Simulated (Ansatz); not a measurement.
The first iterations of a band of CH₆BClO (10 atoms, charge 0, multiplicity 1).

Theory: RHF/def2-SVP (Ansatz 0.2.0).

```
movable images  : 7
climbing image  : yes
spring          : 5.0 eV/Å²
optimiser       : quadratic models (default)
start path      : through a guess of the saddle point
force threshold : 0.05 eV/Å
iteration limit : 60
end points      : relaxed
```

First end point:

```xyz
10
Properties=species:S:1:pos:R:3
B 0.065 -0.056 0.198
H 0.162 -0.641 1.243
C 1.319 0.040 -0.773
H 1.518 -0.944 -1.205
H 1.158 0.726 -1.611
H 2.220 0.353 -0.240
Cl -1.570 -0.381 -0.646
O -0.165 1.564 0.781
H -0.438 2.137 0.073
H -0.855 1.578 1.435
```

Last end point:

```xyz
10
Properties=species:S:1:pos:R:3
B -0.055 0.668 -0.845
H -0.116 -0.027 3.436
C 1.371 0.065 -1.100
H 1.361 -1.010 -0.900
H 1.661 0.185 -2.147
H 2.124 0.532 -0.465
Cl -1.451 0.133 -1.849
O -0.279 1.573 0.114
H -1.173 1.869 0.192
H -0.027 0.387 2.821
```

| iteration | highest image above the first end (eV) | largest band force component (eV/Å) |
| --- | --- | --- |
| 1 | 3.673 | 7.491 |
| 2 | 2.299 | 4.092 |
| 3 | 1.550 | 2.313 |
| 4 | 2.239 | 5.266 |
| 5 | 2.260 | 3.755 |
| 6 | 1.767 | 2.163 |
| 7 | 1.290 | 1.333 |

Does the band converge within its limit, and where does its top end?

It converged. It ended after 23 iterations with the highest image 1.624 eV above the first end. Neighbouring images differ by up to 2.0 eV, so the band resolves the path poorly. A vibrational analysis at the climbing image gives one clearly imaginary mode, 1909i cm⁻¹: a first-order saddle point. The orbitals stay closed-shell, which can raise the energy where a bond breaks towards radicals; this wasn't checked here.

The run took 3.3 min on 1 thread of Arm Neoverse V2 (shared host), peak memory 0.16 GiB.
